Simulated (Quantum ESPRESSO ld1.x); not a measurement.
Species: the barium ion Ba7+. Configuration: [Kr] 4d10 5s2 5p1.

Calculated with ld1.x of Quantum ESPRESSO 7.5: scalar-relativistic Kohn-Sham, PBE, spin-unpolarised, spherical densities, point nucleus.

Energy parts (hartree):
total: -8123.878
kinetic: 8577.170
electron-nucleus: -19499.711
Hartree: 2993.363
exchange-correlation: -194.700

Orbitals (lengths in bohr, moments of r in powers of bohr; <r^-3> diverges for s and p1/2; r(90%) holds 90 % of the orbital's charge):
orbital  occ.  eigenvalue (hartree)   <1/r>      <r>  <r^-3>  r(90%)
1s          2            -1372.6136   60.70  0.02558       -  0.0461
2s          2             -219.7069   13.96   0.1097       -   0.170
2p          6             -197.3504   13.28  0.09618    7027   0.157
3s          2              -48.9312   5.045   0.2919       -   0.428
3p          6              -41.7638   4.786   0.2898    1383   0.434
3d         10              -31.3587   4.536   0.2665   190.1   0.417
4s          2              -12.1458   2.089   0.6721       -   0.965
4p          6               -9.8264   1.927   0.7123   291.3    1.04
4d         10               -6.4499   1.673   0.7892   32.64    1.18
4f          0               -2.9186   1.199    1.044   3.780    1.70
5s          2               -4.0568  0.8927    1.492       -    2.10
5p          1               -3.3884  0.8026    1.644   58.26    2.33
6s          0               -2.0106  0.4840    2.762       -    3.82

The highest occupied level is 5p at -92.202 eV. Summed over all electrons, <r^2> = 21.36 bohr^2, which gives a Langevin (diamagnetic) susceptibility term of -16.9 x 10^-6 cm^3/mol. The density falls to 0.001 e/bohr^3 at r = 2.90 bohr.
